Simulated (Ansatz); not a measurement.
Start from `[OH][GeH2][SiH](O)F` and change one atom or group to get `N[SiH2][SiH](O)F`.

Ansatz, PBE0-D4/def2-TZVP geometries, multiplicity 1. Each molecule was computed in one conformer, which needn't be the lowest.

Scalar relativity is left out up to krypton.

| property | `[OH][GeH2][SiH](O)F` |
| --- | --- |
| LUMO energy (PBE0/def2-TZVPP) / eV | -0.72 |
| HOMO–LUMO gap (PBE/def2-TZVPP) / eV | 5.16 |
| HOMO–LUMO gap (ωB97M-V/def2-TZVPP) / eV | 11.24 |
| HOMO–LUMO gap (PBE0/def2-TZVPP) / eV | 7.42 |
| LUMO energy (ωB97M-V/def2-TZVPP) / eV | 1.01 |
| HOMO energy (PBE0/def2-TZVPP) / eV | -8.14 |

(1) Give the same properties after the change, and the shifts. (An estimate is asked.)

Answers

(1) Ansatz gave: 
```
                               property  `N[SiH2][SiH](O)F`  shift
     LUMO energy (PBE0/def2-TZVPP) / eV               -0.58   0.14
    HOMO–LUMO gap (PBE/def2-TZVPP) / eV                4.87  -0.29
HOMO–LUMO gap (ωB97M-V/def2-TZVPP) / eV               10.78  -0.46
   HOMO–LUMO gap (PBE0/def2-TZVPP) / eV                6.99  -0.43
  LUMO energy (ωB97M-V/def2-TZVPP) / eV                1.06   0.05
     HOMO energy (PBE0/def2-TZVPP) / eV               -7.57   0.57
```

With PBE0 the HOMO rises by 0.57 eV and the LUMO rises by 0.14 eV, so the gap narrows by about 0.43 eV. PBE moves the HOMO by 0.46 eV and ωB97M-V by 0.52 eV.
